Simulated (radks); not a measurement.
The numbers below are computed, except where a source is named.
Fractional charge and spin in the 5p shell of praseodymium: the spin-up occupation runs from 2 to 3 and the spin-down occupation from 2 to 3; the fullest corner is Pr3+, [Kr] 4d10 4f(up 1, down 1) 5s2 5p(up 3, down 3). Level of theory: scalar-relativistic Kohn-Sham, BLYP, spin-polarised, spherical densities, point nucleus (a radial shooting solver on a logarithmic mesh with Libxc functionals). Energy (eV) minus the two flat planes that join the four corners (they meet along the diagonal where the two added fractions sum to one electron); zero is where a piecewise linear energy would lie.

down \ up       2    2.25     2.5    2.75       3
2           0.000  -1.207  -1.606  -1.201   0.000
2.25       -1.207  -1.548  -1.089   0.164  -1.152
2.5        -1.606  -1.089   0.219  -1.045  -1.531
2.75       -1.201   0.164  -1.045  -1.479  -1.145
3           0.000  -1.152  -1.531  -1.145   0.000

Corners above the fullest one (they belong to Pr4+ and the next ion): (up 3, down 2) 52.861 eV, (up 2, down 3) 52.861 eV, (up 2, down 2) 119.15 eV. With half an added electron in each spin the energy lies 0.219 eV from the planes, and with half an added electron in spin up alone -1.606 eV. The planes are only a guide here: the flat-plane condition holds for ground states with one frontier orbital, while this shell lies below other occupied shells, so the corners above the fullest one are inner-hole states and not the ground states of those ions.
